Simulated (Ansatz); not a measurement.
Computed with Ansatz.

Basis-set series for BClGaH$_{2}$N (`Cl[B]1[NH][GaH]1`). The species carries charge 0 and has multiplicity 1. All single points use the PBE0-D4/def2-TZVP geometry.

```tsv
functional	basis	functions	energy (Eh)	HOMO (eV)	LUMO (eV)
PBE0-D4	def2-TZVPP	180	-2465.44611	-6.75	-1.40
PBE0-D4	def2-QZVPP	333	-2465.50760	-6.78	-1.46
ωB97M-V	def2-TZVPP	180	-2465.78868	-8.78	0.36
ωB97M-V	def2-QZVPP	333	-2465.84774	-8.82	0.15
```

Problem. Give the rows for def2-SVP. (An estimate is asked.)

Solution. The calculation gave: 
```
functional     basis  functions  energy (Eh)  HOMO (eV)  LUMO (eV)
   PBE0-D4  def2-SVP         88  -2464.95233      -6.64      -1.26
   ωB97M-V  def2-SVP         88  -2465.29540      -8.65       0.53
```

Positive LUMOs are unbound and depend on the basis. Scalar relativity is left out up to krypton.
